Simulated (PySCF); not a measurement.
Polarisability and C₆ of Yb⁴⁴⁺ (ytterbium, charge +44)

[Ar] 3d8, high-spin 3F determinant. Computed with PySCF 2.14 in an uncontracted even-tempered set (18 s from 9.2 bohr⁻², ratio 2.5; 13 p from 12 bohr⁻², ratio 2.5; 8 d from 12 bohr⁻², ratio 2.5; 4 f from 49 bohr⁻², ratio 2.7; 3 g from 74 bohr⁻², ratio 2.7), with scalar relativity by spin-free X2C-1e. Coupled (time-dependent) response in atomic units; α is the mean over directions.

```tsv
method	mean α (bohr³)	C₆ (like pair)	S(−4)
PBE0	0.002599	0.0002880	3.788e-06
```

S(−4) is the Cauchy moment in α(ω) = α(0) + S(−4) ω² + …

Spin-orbit coupling is absent.

α(iu) at PBE0:

```
u (hartree)  α(iu) (bohr³)
          0       0.002599
       6.00       0.002479
       12.0       0.002238
       24.0       0.001850
       36.0       0.001610
       48.0       0.001429
       60.0       0.001275
       90.0      0.0009585
        120      0.0007262
        180      0.0004401
        300      0.0002025
```

A single London oscillator, α(iu) = α/(1 + u²/ω²), gives C₆ = (3/4) ω α². Matching the computed C₆ needs ω = 4 × 0.0002880 / (3 × 0.002599²) = 56.8 hartree.

For an ion, C₆ is the dispersion term alone; charge-induced terms of lower order in 1/R come first.

Spin-orbit coupling is strong in this species (close to jj coupling), so the high-spin LS determinant is a model state, not a physical level.
